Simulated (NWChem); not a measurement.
hydrogen bromide (HBr); SMILES Br

```xyz
2

Br     0.0000     0.0000     0.0493
H      0.0000     0.0000    -1.3730
```
Atoms are numbered in this order, from 1.

The geometry was optimised at PBE0/def2-SVP.

Spin-orbit effects, on the heavy nuclei and on their neighbours, are missing.

Task: Give the principal values of the shielding tensors (ppm) of Br1 from B3LYP/pcSseg-2, GIAO (NWChem), with their diamagnetic and paramagnetic parts as GIAO splits them.

Result: 
```csv
atom,σ11,σ22,σ33,isotropic,diamagnetic,paramagnetic
Br1,2265.7,2265.7,3126.4,2552.6,3122.0,-569.4
```
